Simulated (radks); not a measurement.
Results of a calculation; reference values are marked as such.
Task: These are the eigenvalues of the occupied orbitals of an atom or ion with whole-number occupations (eV). Code: a radial shooting solver on a logarithmic mesh with Libxc functionals. Model: scalar-relativistic Kohn-Sham, PBE, spin-unpolarised, spherical densities, finite nucleus; Fermi nuclear charge, rms radius of each element as measured or else 0.836 A^(1/3) + 0.57 fm.

orbital  eigenvalue
1s        -21989.40
2s        -3207.124
2p        -2877.893
3s        -608.0080
3p        -499.8030
3d        -325.7625
4s        -127.0854
4p         -96.4067
4d         -51.8806

Which element is it, and in what charge state? The configuration may be excited.

Result: Z = 44, ruthenium, charge +4: Ru4+ in [Kr] 4d4. The list shows which subshells hold electrons but not how many an open one holds; the 1s level, -808.1 hartree, gives Z - s = 40.2 by -(Z - s)^2/2, which with screening and relativity narrows Z to a few neighbours, and the depths of the outer levels then fix element, charge and occupations together.
